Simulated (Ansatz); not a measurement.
Ideal-gas functions of CH3ClOZn (`C[O][Zn][Cl]`) at 298.15 K and 1 bar, from an Ansatz frequency run at PBE0-D4/def2-TZVP.

Molar mass 131.88 g/mol, point group Cs (symmetry number 1), electronic degeneracy 1, moments of inertia 11.779, 322.32, 330.924 u Å². Harmonic wavenumbers (cm⁻¹, unscaled): 80, 84, 141, 225, 403, 627, 1140, 1172, 1196, 1480, 1495, 1495, 2990, 3043, 3075.

Use S(trans) = R[1.5 ln M + 2.5 ln T − 1.1517]; rotational temperatures θ = 24.2544 K / I; S(rot) = R[ln(√π/σ · √(T³/θAθBθC)) + 1.5]; for each mode x = 1.438777 ν̃/T, S = R[x/(eˣ − 1) − ln(1 − e⁻ˣ)] and H = RT x/(eˣ − 1); 1 cm⁻¹ = 0.0119627 kJ/mol; R = 8.31446 J/(mol·K).

Q: By hand: the entropy, in J/(mol·K).

A: Translation 169.7. Rotation: θ = 2.0591, 0.0752, 0.0733 K, giving 106.9. Vibration, mode by mode: 16.28, 15.88, 11.67, 8.03, 3.98, 1.70, 0.22, 0.19, 0.18, 0.05, 0.05, 0.05, 0.00, 0.00, 0.00, in all 58.3. Electronic 0.0. Sum 334.9 J/(mol·K).

Q: By hand: H − E and G − E in kJ/mol, counted from the electronic energy.

A: Zero-point energy ½ × 18646 × 0.0119627 = 111.5; thermal vibration 8.5; translation, rotation and pV give 4 RT = 9.9. H − E = 129.9 kJ/mol, and G − E = 129.9 − 298.15 × 334.9/1000 = 30.0 kJ/mol.

Vibration gives 17 % of the entropy, 43.8 J/(mol·K) of it from the modes under 150 cm⁻¹: soft modes count most, and the harmonic formula is weakest for them. The sum counts one conformer and one mirror image; others add a mixing term.
